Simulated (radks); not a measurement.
Question: The mean radii <r> (bohr) of the occupied orbitals of an atom or ion are listed with their occupations. Calculated with a radial shooting solver on a logarithmic mesh with Libxc functionals: scalar-relativistic Kohn-Sham, LDA (Slater exchange, Perdew-Wang correlation), spin-polarised, spherical densities, finite nucleus; Fermi nuclear charge, rms radius of each element as measured or else 0.836 A^(1/3) + 0.57 fm.

| orbital | occ. | <r> |
|---|---|---|
| 1s up | 1 | 0.02365 |
| 1s down | 1 | 0.02365 |
| 2s up | 1 | 0.1011 |
| 2s down | 1 | 0.1011 |
| 2p up | 3 | 0.08884 |
| 2p down | 3 | 0.08884 |
| 3s up | 1 | 0.2666 |
| 3s down | 1 | 0.2666 |
| 3p up | 3 | 0.2647 |
| 3p down | 3 | 0.2646 |
| 3d up | 5 | 0.2418 |
| 3d down | 5 | 0.2418 |
| 4s up | 1 | 0.5972 |
| 4s down | 1 | 0.5975 |
| 4p up | 3 | 0.6277 |
| 4p down | 2 | 0.6282 |
| 4d up | 5 | 0.6732 |
| 4d down | 5 | 0.6741 |
| 5s up | 1 | 1.284 |
| 5s down | 1 | 1.286 |
| 5p up | 3 | 1.407 |
| 5p down | 3 | 1.409 |

Name the element and its charge. Open shells, if any, are filled with parallel spins first.

Answer: Z = 60, neodymium, charge +7: Nd7+ in [Ar] 3d10 4s2 4p5 4d10 5s2 5p6. The 1s radius gives Z: for a bare nucleus <r> = (2 gamma + 1)/(2Z) with gamma = sqrt(1 - (Z/c)^2), 0.02332 bohr for Z = 60, and screening makes it slightly larger (0.02365 here). The occupations add up to 53, and the charge is Z minus that.
